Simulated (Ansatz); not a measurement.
The cluster Ag₃⁻, relaxed as a triplet with UKS PBE-D4/def2-TZVPD in Ansatz, starting from the PBE-D4/def2-TZVPD geometry of the charge -1 singlet. Force threshold 0.02 eV/Å.

In the def2 sets Ag takes a core potential; there is no spin–orbit coupling. The highest occupied level of the charge -1 triplet lies above zero (up to 0.44 eV). It is a level of α spin, whose loss leaves a doublet; that state wasn't run at this geometry and level. The electron is either unbound and held by the finite basis, or the level is raised by self-interaction error. The relaxation made no stability test and no search for a lower SCF solution. At PBE-D4/def2-TZVPD a singlet of charge -1 lies 0.75 eV below the triplet, each at its own geometry. The structure comes from a short search, and lower isomers may exist.

Start:

```xyz
3

Ag    1.8223    0.9958    1.6543
Ag   -1.8204   -1.0031   -1.6513
Ag   -0.0019    0.0073   -0.0030
```

```csv
step,energy (eV),largest force component (eV/Å),SCF passes
1,-12002.4173,0.325,17
2,-12002.4500,0.133,22
3,-12002.4631,0.074,26
4,-12002.4837,0.082,22
5,-12002.5113,0.118,25
6,-12002.5529,0.138,25
7,-12002.6075,0.165,23
8,-12002.6703,0.201,22
9,-12002.7516,0.238,22
10,-12002.8628,0.296,22
11,-12003.0066,0.343,22
12,-12003.1516,0.188,25
13,-12003.1640,0.008,22
```

Force components are those of the run's own axes.

End:

```xyz
3

Ag    1.1097   -0.2127    1.1301
Ag   -0.7897   -1.2562   -0.5934
Ag   -0.3200    1.4689   -0.5366
```

Bonds formed: Ag1–Ag2 (atoms count from 1).

No frequencies were taken in this run, so the end may be a saddle point.

It took 19 s on 4 threads of Arm Neoverse V2 on a shared host.
